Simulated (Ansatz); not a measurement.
The first iterations of a band of FH + FH3OSi (8 atoms, charge 0, multiplicity 1).

Theory: Ansatz, RKS PBE0-D4/def2-SVP.

```json
{"movable images": "7", "climbing image": "yes", "spring": "5.0 eV/Å²", "optimiser": "quadratic models (default)", "start path": "through a guess of the saddle point", "force threshold": "0.05 eV/Å", "iteration limit": "60", "end points": "relaxed"}
```

Image 0:

```xyz
8
Properties=species:S:1:pos:R:3
Si -0.268 -0.225 -0.007
H -0.583 -0.661 1.374
O 1.380 -0.001 -0.222
H 1.949 -0.770 -0.105
H -0.918 1.024 -0.447
F -0.723 -1.436 -0.983
F 1.173 1.949 1.429
H 1.567 1.368 0.808
```

Image 8:

```xyz
8
Properties=species:S:1:pos:R:3
Si -0.231 0.415 -0.635
H 1.777 -0.307 2.584
O 1.295 -0.142 -0.771
H 1.679 -0.625 -0.032
H -0.552 1.245 -1.802
F -1.286 -0.792 -0.499
F -0.392 1.266 0.728
H 1.288 0.189 2.274
```

| iteration | highest image above the first end (eV) | largest band force component (eV/Å) |
| --- | --- | --- |
| 1 | 4.097 | 40.833 |
| 2 | 1.803 | 4.055 |
| 3 | 1.284 | 2.165 |
| 4 | 0.964 | 2.794 |
| 5 | 0.937 | 1.808 |

Does the band converge within its limit, and where does its top end?

The forces met the threshold. It ended after 16 iterations with the highest image 1.220 eV above the first end. Neighbouring images differ by up to 1.5 eV, so the band resolves the path poorly. A vibrational analysis at the climbing image gives one clearly imaginary mode, 1000i cm⁻¹: a first-order saddle point. The orbitals stay closed-shell, which can raise the energy where a bond breaks towards radicals; this wasn't checked here.

Run time: 4 min on 1 thread of Arm Neoverse V2, with other jobs on the host, peak memory 0.15 GiB.
